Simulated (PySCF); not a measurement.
**Diatomics of Be with group 15**

PBE0 with double-zeta basis sets in PySCF, for the lowest determinant that a PBE0 search found; no spin–orbit coupling. De refers to high-spin ground-configuration atoms. A positive dipole means M(−)Be(+).

```
 M                       basis  state (unpaired electrons)  Re (Å)  ωe (cm⁻¹)  De (eV)  μ (D)
 N                 aug-pcseg-1         quartet (σ ↑, π ↑↑)   1.620        900     1.92   1.42
 P                     pcseg-1         quartet (σ ↑, π ↑↑)   2.079        611     1.46   0.66
As  aug-cc-pVDZ/aug-cc-pVDZ-PP         quartet (σ ↑, π ↑↑)   2.180        527     1.39   0.09
Sb                  x2c-SVPall         quartet (σ ↑, π ↑↑)   2.405        459     1.24  -0.31
```

The shortest bond is that of BeN (1.620 Å), the longest that of BeSb (2.405 Å).

The rows differ in basis set, which adds steps of its own.

Down a group the atoms grow and get heavier, so bonds lengthen and wavenumbers fall; this series shows no clear exception.

These are scalar-relativistic numbers at best; spin–orbit coupling would shift them, the dissociation energy most. States were picked by a PBE0 search and need not be the measured ground states.
